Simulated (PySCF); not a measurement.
TlOI, singlet: data card

Method: PySCF, PBE0, basis Tl def2-TZVP with ECP60, O def2-TZVP, I def2-TZVP with ECP28 (scalar-relativistic core potentials, no spin–orbit coupling, density fitting).

The structure is a minimum.

```xyz
3
charge 0 multiplicity 1, angstrom
Tl    0.0000    0.0000   -0.8721
O     0.0000    0.0000   -2.7432
I     0.0000    0.0000    1.7550
```

```json
{"Point group": "C∞v", "Bond lengths": "Tl–I 2.627 Å, Tl–O 1.871 Å", "Bond angles": "I–Tl–O 180.0°", "Zero-point energy": "7.0 kJ/mol", "Highest occupied level": "-7.67 eV", "Rotational symmetry number": "1", "Rotational constants": "0.02527 cm⁻¹", "Principal polarisabilities": "48.5, 48.5, 117.9 bohr³", "Lowest empty level": "-2.92 eV", "Heat capacity Cp at 298.15 K": "56.2 J/(mol K)", "Atomisation energy without zero-point energy": "484 kJ/mol", "Dipole moment": "3.58 D", "Enthalpy at 298.15 K above 0 K": "14.16 kJ/mol", "Entropy at 298.15 K and 1 bar": "302.2 J/(mol K)", "Principal quadrupole moments (Buckingham, traceless) about the centre of mass": "-15.14, 7.57, 7.57 D Å"}
```

Harmonic modes (masses in u: Tl 204.974, O 15.995, I 126.904):
```tsv
symmetry	ω (cm⁻¹)	IR (km/mol, summed over degenerate members)
π	114	31.8
σ+	190	6.2
σ+	747	54.8
```

In C∞v the vibrations span π + 2σ+.

Charges (e):
| atom | Mulliken | Löwdin | polar tensor | Mayer order to Tl1 |
| --- | --- | --- | --- | --- |
| Tl1 | 0.73 | 0.18 | 0.92 | – |
| O2 | -0.55 | -0.39 | -0.61 | 1.72 |
| I3 | -0.18 | 0.21 | -0.31 | 1.02 |

Mulliken populations on Tl1 (electrons outside its core potential): s 3.32, p 6.85, d 10.02, f 0.08.

Outer orbital energies (eV). occupied: -19.12, -18.33, -12.22, -9.14, -8.69, -8.69, -7.67, -7.67; empty: -2.92, -1.38, -1.38, 1.01.

Counting electrons, thallium keeps none of its valence electrons outside its bonds, so the VSEPR class is AX2 and the expected shape is linear; with unlike ligands the computed point group is C∞v.

Other isomers or separated fragments may lie lower. With an element this heavy the missing spin–orbit coupling can shift these numbers.

The final relaxation and frequency run took about 100 core-seconds on a shared host.
